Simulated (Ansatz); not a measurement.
Geometry optimisation, Ansatz, RKS PBE0/def2-SVP.

The input (input.yaml):

```yaml
crystal:
  periodic: [false, false, false]
  atoms:
    - { symbol: B, position_ang: [0.210654, 0.596648, -0.284792] }
    - { symbol: O, position_ang: [-0.0738, -0.371502, 2.126359] }
    - { symbol: H, position_ang: [-1.03302, -0.488805, 2.104592] }
    - { symbol: Cl, position_ang: [1.593254, -0.40188, -0.696546] }
    - { symbol: Cl, position_ang: [-1.420174, 0.153984, -0.800833] }
    - { symbol: "N", position_ang: [0.414424, 1.922783, 0.323398] }
    - { symbol: H, position_ang: [1.350668, 2.292873, 0.431609] }
    - { symbol: H, position_ang: [-0.324511, 2.614015, 0.310592] }
    - { symbol: H, position_ang: [0.034504, 0.604283, 2.117621] }
basis:
  gaussian: { orbitals: def2-SVP }
hamiltonian:
  xc: pbe0
relax:
  f_tol: 0.03
  max_steps: 50
output:
  orbitals: {}
```

Run as:

```bash
$ ansatz run input.yaml --threads 2 --pin off --max-ram 3072MiB --backend cpu --events-out ev --progress --plain --runs-dir out
```

Q: Where does it end, and by what steps?

A: The forces met the threshold. After 9 steps the energy has fallen by 0.139 eV; O2 moved furthest, 0.33 Å.

| step | energy less start (eV) | largest force component (eV/Å) | accepted |
| --- | --- | --- | --- |
| 0 | 0.0000 | 2.096 | yes |
| 1 | -0.0826 | 0.986 | yes |
| 2 | -0.0849 | 1.271 | yes |
| 3 | 0.0402 | 2.783 | no |
| 4 | -0.1275 | 0.516 | yes |
| 5 | -0.1343 | 0.308 | yes |
| 6 | -0.1373 | 0.150 | yes |
| 7 | -0.1386 | 0.084 | yes |
| 8 | -0.1390 | 0.066 | yes |
| 9 | -0.1391 | 0.026 | yes |

```xyz
9
Properties=species:S:1:pos:R:3
B 0.246 0.670 -0.384
O -0.176 -0.330 2.437
H -0.993 -0.555 1.980
Cl 1.605 -0.351 -0.823
Cl -1.408 0.147 -0.748
N 0.448 1.911 0.218
H 1.376 2.275 0.393
H -0.308 2.565 0.371
H -0.038 0.590 2.187
```

Whether the end is a true minimum wasn't checked by a vibrational analysis.

Run time: 21 s on 2 threads of AMD EPYC 7R43 64-Core Processor (Zen 3) (shared host), peak memory 0.21 GiB.
